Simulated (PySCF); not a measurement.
A calculated (PBE0, PySCF 2.14, aug-cc-pVTZ-DK3, scalar relativity by spin-free X2C-1e) atom or ion has these occupied shells.

| shell | electrons | orbital energy (eV) | rms radius, mean of both spins (bohr) |
| --- | --- | --- | --- |
| 1s α | 1 | -85451.2 | 0.0184 |
| 1s β | 1 | -85451.1 | 0.0184 |
| 2s α | 1 | -15273.5 | 0.0743 |
| 2s β | 1 | -15273.4 | 0.0743 |
| 2p α | 3 | -13208.1 | 0.0683 |
| 2p β | 3 | -13207.9 | 0.0683 |
| 3s α | 1 | -3682.8 | 0.189 |
| 3s β | 1 | -3682.7 | 0.189 |
| 3p α | 3 | -3082.3 | 0.192 |
| 3p β | 3 | -3082.2 | 0.192 |
| 3d α | 5 | -2429.1 | 0.176 |
| 3d β | 5 | -2429.0 | 0.176 |
| 4s α | 1 | -850.34 | 0.416 |
| 4s β | 1 | -850.10 | 0.416 |
| 4p α | 3 | -651.36 | 0.444 |
| 4p β | 3 | -651.15 | 0.444 |
| 4d α | 5 | -409.21 | 0.472 |
| 4d β | 5 | -408.97 | 0.472 |
| 5s α | 1 | -160.44 | 0.932 |
| 5s β | 1 | -159.28 | 0.932 |
| 4f α | 7 | -144.28 | 0.510 |
| 4f β | 7 | -144.04 | 0.510 |
| 5p α | 3 | -105.01 | 1.07 |
| 5p β | 3 | -103.64 | 1.07 |
| 5d α | 5 | -40.509 | 1.42 |
| 5d β | 4 | -39.184 | 1.42 |
| 6s α | 1 | -29.789 | 2.34 |
| 6p α | 1 | -19.894 | 2.90 |

**Question.** Name the element and its charge.

**Answer.** Tl(2+) (thallium, charge +2), in [Xe] 4f14 5d9 6s1 6p1, one real determinant (an excited configuration).
